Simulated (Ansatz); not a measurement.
`[CH3][Ga-]([CH3])([OH])[PH3+]`, relaxed with RKS PBE0-D4/def2-TZVP in Ansatz 0.2.0 from a PBE-D4/def2-SVP geometry. The force threshold is 0.005 eV/Å; the program also tests the step.

The species carries charge 0 and has multiplicity 1.

Start:

```xyz
15

C     1.599   -1.339    0.510
Ga    0.300   -0.266   -0.527
C     0.612    1.425   -1.522
O    -1.177   -1.282   -0.978
P    -1.365    0.439    1.486
H     2.140   -0.729    1.261
H     2.353   -1.783   -0.172
H     1.078   -2.169    1.027
H    -0.332    1.883   -1.880
H     1.254    1.229   -2.406
H     1.138    2.164   -0.883
H    -1.723   -0.852   -1.660
H    -1.431    1.236    2.686
H    -2.645    0.829    0.973
H    -1.801   -0.785    2.083
```

(1) By how much does the energy fall, and how many steps does the optimiser take? (An estimate is asked.)

(2) Which bonds change most? (Best estimate.)

(3) Give the relaxed structure. (Estimate.)

Answers

(1) Computed: 5.70 kJ/mol, in 9 steps.

(2) Ansatz gave: Ga2–P5 from 2.706 to 2.668 Å; P5–H13 from 1.441 to 1.416 Å; P5–H14 from 1.432 to 1.411 Å; P5–H15 from 1.430 to 1.409 Å.

(3) Ansatz gave: 
```xyz
15

C     1.605   -1.331    0.516
Ga    0.280   -0.284   -0.496
C     0.579    1.405   -1.479
O    -1.153   -1.298   -1.028
P    -1.378    0.425    1.470
H     2.130   -0.718    1.252
H     2.354   -1.746   -0.163
H     1.123   -2.164    1.031
H    -0.363    1.876   -1.770
H     1.152    1.213   -2.391
H     1.148    2.118   -0.878
H    -1.655   -0.899   -1.740
H    -1.327    1.216    2.643
H    -2.599    0.930    0.973
H    -1.897   -0.745    2.061
```
